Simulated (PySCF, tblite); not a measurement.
Compound: C6H11FOSi.
Cartesian coordinates in Å at the GFN2-xTB level; atoms count from 1:
```xyz
20
C6H11FOSi angstrom
C      3.3551    0.0058    0.1114
C      2.1455    0.4479    0.3972
C      1.0206    0.5421   -0.5824
C     -0.1864   -0.2718   -0.1124
C     -1.3477   -0.2117   -1.1137
C     -2.6207   -0.6080   -0.3625
O     -2.5643   -0.1051    0.9583
Si    -1.0747    0.2756    1.4809
F     -0.7086   -0.6265    2.7646
H      4.1351   -0.0492    0.8513
H      3.6201   -0.3149   -0.8832
H      1.8957    0.7573    1.4043
H      0.7263    1.5910   -0.6882
H      1.3500    0.1846   -1.5617
H      0.1339   -1.3149   -0.0039
H     -1.4532    0.8167   -1.4668
H     -1.1925   -0.8587   -1.9774
H     -2.7149   -1.6974   -0.3067
H     -3.5178   -0.2016   -0.8356
H     -1.0067    1.6497    1.9235
```

Jobs on this species (20 atoms, 78 electrons) with PySCF (density fitting) and tblite. Hardware of each: one thread, Arm Neoverse V1 (aarch64), no GPU, on a shared host. Times come from a shared host and carry two figures at best.

```csv
level and settings,work,basis functions,SCF cycles,wall time
GFN2-xTB,Hessian by finite differences,–,–,0.85 s
PBE0/pcSseg-1,"shieldings, ring-centre shieldings, charges and field gradients",215,?,?
GFN2-xTB,L-BFGS relaxation,–,–,0.64 s
```

**Question.** Fill in the missing figures.

**Answer.** 
- PBE0/pcSseg-1; shieldings, ring-centre shieldings, charges and field gradients: 73 s, 14 SCF cycles

**Question.** What do all jobs in the table cost together?

**Answer.** About 74 s; the longest takes about 98 % of that, and about 110 times as long as the shortest.
